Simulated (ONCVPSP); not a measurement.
# BLYP ONCV dataset for Ir (Z = 77), scalar-relativistic all-electron reference.

```
Element                 : iridium (Ir)
Generator               : ONCVPSP 4.0.1
Type                    : optimised norm-conserving Vanderbilt (ONCV)
Functional              : BLYP
Relativity              : scalar-relativistic
Frozen core             : [Xe]
Valence charge          : 23
Reference configuration : 4f14 5d7.5 6s1.5
Partial waves           : 6s: rc 2.60 bohr, ncon 4, nbas 7, qcut 2.8 1/bohr, 2 projectors, debl 3.3 Ha; p scattering state at 0.19 Ha: rc 2.30 bohr, ncon 4, nbas 7, qcut 3.6 1/bohr, 2 projectors, debl 1.4 Ha; 5d: rc 2.45 bohr, ncon 3, nbas 7, qcut 6.6 1/bohr, 2 projectors, debl 2.9 Ha; 4f: rc 0.95 bohr, ncon 3, nbas 8, qcut 18.4 1/bohr, local
Local potential         : the f channel
Core correction         : none
```

- Cutoffs needed: 145 Ha and 156 Ha (the cutoffs (Ha) at which the residual kinetic energy of the hardest occupied pseudo-wave falls to 1 and 0.1 mHa per electron)
- Ghost test: ghosts flagged at negative energy: s at -921.9 eV, s at -180.0 eV, p at -172.0 eV, p at -36.4 eV; GHOST(+) flagged for d at 88.8 eV, p at 582.7 eV; a true bound ghost makes a file unfit for plane-wave use
- Largest excitation error: +83 meV (all-electron minus pseudo) for 4f14 5d6 6s0, out of 4 test configurations
